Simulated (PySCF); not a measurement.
C2H2BrN3.
Structure used (PBE0-D3(BJ)/def2-SVP), in Å, numbered top down from 1:
```
atom  x, y, z in Å
Br1    2.0502   -0.1902   -1.8235
C2     0.6917   -0.1867   -0.5615
N3     0.3344   -1.1713    0.2199
C4    -0.6928   -0.6278    0.9217
N5    -0.9787    0.6223    0.6145
N6    -0.0830    0.8943   -0.3385
H7    -1.2476   -1.1735    1.6839
H8    -0.0455    1.8032   -0.7845
```

Method used: PySCF 2.14.0, PBE0-D3(BJ)/def2-SVP geometry optimisation, gas phase.

Masses are those of the commonest isotopes; rigid-rotor values at the optimised geometry. 

(1) Give the principal moments of inertia and the rotational constants in cm⁻¹.

(2) What kind of rotor is it?

(3) What does the inertial defect say?

(4) Where do the levels up to J = 3 lie, in MHz?

(5) Which types of transition are allowed, and where do some lines up to J = 2 fall?

(6) Estimate the classical rotational partition function at 25 K, 50 K and 200 K.

Results:

(1) Ia = 50.42, Ib = 371.02, Ic = 421.44 u·Å²; 505379 MHz·u·Å²/I gives 10023, 1362 and 1199 MHz, that is A = 0.33434, B = 0.04544, C = 0.04000 cm⁻¹.

(2) A near-prolate asymmetric top. Ray's parameter κ = (2B − A − C)/(A − C) = -0.963; −1 is the prolate and +1 the oblate limit.

(3) Planar: Δ = Ic − Ia − Ib = 0.00 u·Å². For a rigid frame Δ = −2 Σ m c², so it vanishes when all atoms lie in the ab plane; here none is more than 0.01 Å from it.

(4) Above 0(0,0):
J = 1: 1(0,1) 2561, 1(1,1) 11222, 1(1,0) 11385
J = 2: 2(0,2) 7682, 2(1,2) 16182, 2(1,1) 16671, 2(2,1) 42654, 2(2,0) 42656
J = 3: 3(0,3) 15356, 3(1,3) 23620, 3(1,2) 24598, 3(2,2) 50338, 3(2,1) 50349, 3(3,1) 94052, 3(3,0) 94052

(5) The dipole components are |μa| = 0.91 D, |μb| = 2.10 D, |μc| = 0.00 D; the mirror of this Cs structure is the ab plane, so μc vanishes by symmetry and there are no c-type lines. The squared components, which scale the intensities, stand as 0.19 : 1.00 (a : b). Some lines, for components of 0.1 D or more:

| type | branch | J(Ka,Kc) | MHz | lower level (cm⁻¹) |
| --- | --- | --- | --- | --- |
| a | Q | 2(1,1) ← 2(1,2) | 489 | 0.540 |
| a | R | 1(0,1) ← 0(0,0) | 2561 | 0.000 |
| a | R | 2(1,2) ← 1(1,1) | 4960 | 0.374 |
| a | R | 2(0,2) ← 1(0,1) | 5120 | 0.085 |
| a | R | 2(1,1) ← 1(1,0) | 5286 | 0.380 |
| b | Q | 1(1,0) ← 1(0,1) | 8824 | 0.085 |
| b | Q | 2(1,1) ← 2(0,2) | 8989 | 0.256 |
| b | R | 1(1,1) ← 0(0,0) | 11222 | 0.000 |
| b | R | 2(1,2) ← 1(0,1) | 13621 | 0.085 |
| b | Q | 2(2,0) ← 2(1,1) | 25985 | 0.556 |
| b | Q | 2(2,1) ← 2(1,2) | 26472 | 0.540 |
| b | R | 2(2,1) ← 1(1,0) | 31269 | 0.380 |
| b | R | 2(2,0) ← 1(1,1) | 31434 | 0.374 |

(6) Point group Cs, symmetry number σ = 1; q = (√π/σ)·√((kT/h)³/(ABC)), k/h = 20836.6 MHz/K: 5210 at 25 K, 14700 at 50 K, 118000 at 200 K.

PBE0-D3(BJ)/def2-SVP frequencies: not computed here. Constants of a rigid frame at the computed geometry: no zero-point averaging, no centrifugal distortion. Quadrupole hyperfine structure (14N, 79Br) is left out.
